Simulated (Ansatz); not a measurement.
Consider the redistribution: `F[SiH2]N[SiH3]` + `NBC[SiH2]Cl` → `[SiH3]N[SiH2][SiH2]Cl` + `NBCF`.

Computed with Ansatz on PBE0-D4/def2-TZVP structures; ΔE is electronic, products minus reactants. CCSD(T)/CBS is the MP2 limit (def2-TZVPP, def2-QZVPP) plus CCSD(T) − MP2 in def2-TZVPP, frozen cores. This one scheme is used for every species. Functionals use def2-TZVPP. B3LYP here is the variant with VWN-RPA as its local correlation; programs differ in this. One conformer a species, not always the lowest.

`F[SiH2]N[SiH3]`:

Cartesian coordinates in Å:
```
F 1.495 -0.205 2.064
Si 0.238 0.549 1.419
N -0.503 -0.357 0.177
Si -0.108 -0.383 -1.510
H -0.728 0.749 2.522
H 0.755 1.810 0.846
H -1.191 -1.033 0.481
H 0.451 -1.695 -1.931
H 0.904 0.680 -1.727
H -1.311 -0.115 -2.341
```

`NBC[SiH2]Cl`:

Z-matrix (Å, degrees):
```
C
B 1 1.569
Si 1 1.860 2 111.9
H 1 1.096 2 111.2 3 -117.8
H 1 1.096 2 113.2 3 120.4
N 2 1.389 1 121.6 3 -92.1
H 2 1.200 1 120.7 3 85.9
Cl 3 2.067 1 109.4 2 66.6
H 3 1.484 1 112.0 2 -175.6
H 3 1.483 1 112.2 2 -52.1
H 6 1.005 2 122.8 1 177.3
H 6 1.007 2 123.4 1 0.9
```

`[SiH3]N[SiH2][SiH2]Cl`:

Z-matrix (Å, degrees):
```
Si
N 1 1.727
H 1 1.489 2 111.7
H 1 1.485 2 106.5 3 -118.9
H 1 1.486 2 112.0 3 120.9
Si 2 1.726 1 128.6 3 119.0
H 2 1.010 1 116.3 3 -60.2
Si 6 2.346 2 110.8 1 30.9
H 6 1.489 2 108.7 1 150.2
H 6 1.494 2 113.8 1 -90.7
Cl 8 2.067 6 108.6 2 44.9
H 8 1.487 6 110.2 2 162.8
H 8 1.484 6 114.0 2 -75.2
```

`NBCF`:

Z-matrix (Å, degrees):
```
C
B 1 1.572
F 1 1.398 2 112.4
H 1 1.097 2 111.3 3 120.7
H 1 1.097 2 111.3 3 -120.7
N 2 1.382 1 119.5 3 0.0
H 2 1.199 1 120.1 3 180.0
H 6 1.004 2 124.1 1 180.0
H 6 1.008 2 121.3 1 -0.0
```

```
             level  ΔE (kcal/mol)  difference from CCSD(T)/CBS
            PBE-D4           57.1                         -7.8
         r2SCAN-D4           62.6                         -2.3
          B3LYP-D4           60.7                         -4.2
           ωB97X-V           61.3                         -3.6
           ωB97M-V           64.0                         -0.9
            B2PLYP           64.5                         -0.4
            r2SCAN           62.8                         -2.1
             B3LYP           61.9                         -3.0
SCS-MP2/def2-TZVPP           67.1                          2.2
   CCSD/def2-TZVPP           64.7                         -0.2
CCSD(T)/def2-TZVPP           64.4                         -0.5
     HF/def2-QZVPP           66.3                          1.4
SCS-MP2/def2-QZVPP           67.7                          2.8
      HF/CBS(def2)           66.4                          1.5
     MP2/CBS(def2)           69.3                          4.4
    CCSD/CBS(def2)           65.2                          0.3
       CCSD(T)/CBS           64.9                            0
```

Largest T1 diagnostic among the species: 0.012.

The D4 term adds −1.1 kcal/mol with B3LYP and −0.7 kcal/mol with PBE0; it sums over pairs of atoms, weighted by their polarisabilities, and B3LYP, whose exchange is more repulsive, gets the larger term. From PBE to PBE0 (25 % exact exchange), in def2-TZVPP and without D4, ΔE moves by +2.4 kcal/mol.
